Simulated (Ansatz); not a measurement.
Molecule: InCl, net charge -1, doublet state. 
Structure (B3LYP-D3(BJ)/def2-TZVP (Ansatz, a quantum-chemistry and plane-wave program) minimum search):
```xyz
2

In     0.0000     0.0000    -0.6762
Cl     0.0000     0.0000     1.9490
```
Charge -1, spin multiplicity 2.

Basis-set convergence of Hartree-Fock and MP2 correlation energies (hartree) with Ansatz. Cores are frozen in the correlated levels unless marked. UHF or UKS for open shells. Spin-orbit coupling is left out. Frozen are the shells of the preceding noble gas and the d and f shells that filled before the atom's block. In def2 rows, elements after Kr have scalar-relativistic effective core potentials. This anion needs diffuse functions, which these sets lack.

```json
[
 {"basis": "def2-SVP", "functions": "44", "E(HF)": "-648.63941", "E(corr, MP2)": "-0.16793"},
 {"basis": "def2-TZVPP", "functions": "92", "E(HF)": "-648.81100", "E(corr, MP2)": "-0.23910"},
 {"basis": "def2-QZVPP", "functions": "152", "E(HF)": "[?]", "E(corr, MP2)": "[?]"}
]
```

Q: Fill in the missing entries.

A: 
- def2-QZVPP, E(HF): -648.82769
- def2-QZVPP, E(corr, MP2): -0.26472
